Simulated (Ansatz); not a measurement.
Relaxation of ClH8NO2SiTi (14 atoms, charge 0, multiplicity 1), to a largest force component of 0.03 eV/Å in at most 50 steps.

Theory: Ansatz 0.2.0, RKS PBE/def2-SVP.

```xyz
14
Properties=species:S:1:pos:R:3
Ti -0.129 -0.101 0.077
N -0.180 0.090 2.068
H -0.995 0.414 2.600
H 0.667 0.169 2.642
O 1.542 -0.354 -0.503
Si 2.826 -1.299 -1.056
H 2.287 -2.493 -1.792
H 3.686 -0.476 -1.970
H 3.641 -1.755 0.123
O -0.744 1.397 -0.680
H -1.611 1.822 -0.549
Cl -1.555 -1.701 -0.552
H 0.885 -2.521 1.327
H 0.585 -2.020 1.754
```

Question: Where does it end, and by what steps?

Answer: It converged. The force dipped under the threshold on the way, but the program's further checks kept it going. After 36 steps the energy has fallen by 0.356 eV; H13 moved furthest, 2.50 Å.

```csv
step,energy less start (eV),largest force component (eV/Å),accepted
0,0.0000,1.724,yes
2,-0.2509,0.225,yes
4,-0.2919,0.426,yes
6,-0.3004,0.153,yes
8,-0.3161,0.067,yes
10,-0.3214,0.042,yes
12,-0.3260,0.111,yes
14,-0.3320,0.213,yes
16,-0.3369,0.108,yes
18,-0.3395,0.117,yes
20,-0.3441,0.128,yes
22,-0.3458,0.154,yes
24,-0.3489,0.042,yes
26,-0.3495,0.087,yes
28,-0.3515,0.040,yes
30,-0.3526,0.103,yes
32,-0.3541,0.047,yes
34,-0.3552,0.023,yes
36,-0.3558,0.023,yes
```

```xyz
14
Properties=species:S:1:pos:R:3
Ti -0.054 -0.306 -0.025
N 0.033 -0.004 1.823
H -0.785 0.109 2.434
H 0.886 -0.068 2.390
O 1.592 -0.770 -0.552
Si 2.932 -0.882 -1.568
H 2.714 -1.976 -2.575
H 3.150 0.427 -2.279
H 4.140 -1.205 -0.733
O -0.572 1.198 -0.859
H -0.855 2.051 -0.487
Cl -1.580 -1.894 -0.414
H -0.360 -3.032 3.435
H -0.335 -2.478 2.900
```

Whether the end is a true minimum wasn't checked by a vibrational analysis.

Time of the run: 95 s on 4 threads of Arm Neoverse V2, on a shared host, peak memory 0.25 GiB.
